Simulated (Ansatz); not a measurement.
`CC(F)BF` + `FCC(F)F` → `C[C@H](F)[C@H](F)C(F)F` + `BF`  (formal exchange of groups at a C–B bond)

Gas-phase electronic energies from Ansatz, PBE0-D4/def2-TZVP geometries. CCSD(T)/CBS adds triple-zeta CCSD(T) − MP2 to the extrapolated MP2 energy (def2 sets, frozen cores). This one scheme is used for every species. Functionals use def2-TZVPP. B3LYP here is the variant with VWN-RPA as its local correlation; programs differ in this. One conformer a species, not always the lowest.

```json
{"level": "PBE-D4", "ΔE (kJ/mol)": "24.0"}
{"level": "PBE0-D4", "ΔE (kJ/mol)": "22.4"}
{"level": "ωB97X-V", "ΔE (kJ/mol)": "16.1"}
{"level": "r2SCAN", "ΔE (kJ/mol)": "21.5"}
{"level": "PBE0", "ΔE (kJ/mol)": "26.3"}
{"level": "B3LYP", "ΔE (kJ/mol)": "28.5"}
{"level": "HF/CBS(def2)", "ΔE (kJ/mol)": "24.1"}
{"level": "CCSD/CBS(def2)", "ΔE (kJ/mol)": "18.6"}
```

Q: What does CCSD(T)/CBS give? (An estimate is asked.)

A: The calculation gave: +16.5 kJ/mol. The listed levels differ from it by 7.5, 5.9, -0.4, 5.0, 9.8, 12.0, 7.6, 2.1 kJ/mol.

Largest T1 diagnostic among the species: 0.013.

In def2-TZVPP, CCSD(T) changes the Hartree–Fock value by −9.3 kJ/mol (the triples alone add −2.1 kJ/mol) and MP2 by −9.7 kJ/mol. The D4 term adds −6.6 kJ/mol with B3LYP and −3.9 kJ/mol with PBE0; it sums over pairs of atoms, weighted by their polarisabilities, and B3LYP, whose exchange is more repulsive, gets the larger term.
